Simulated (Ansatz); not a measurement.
Ansatz results at the PBE0-D4/def2-TZVP geometry: LUMO energy (ωB97M-V/def2-TZVPP) 2.00 eV; size of the dipole moment (B3LYP/def2-TZVPP) 3.41 D; size of the dipole moment (PBE/def2-TZVPP) 3.43 D.

Each molecule was computed in one conformer, which needn't be the lowest.

(1) Which molecule gave them?
A. `C1=NCCS1`
B. `C[CH](F)[GaH][NH2]`
C. `CC1=C(N)S1`
D. `CC1=NCS1`

Results:

(1) C. The others give `C1=NCCS1`: 1.93, 1.49, 1.46; `CC1=NCS1`: 1.68, 0.82, 0.76; `C[CH](F)[GaH][NH2]`: 1.07, 1.00, 0.78.

B3LYP here is the variant with VWN-RPA as its local correlation; programs differ in this.
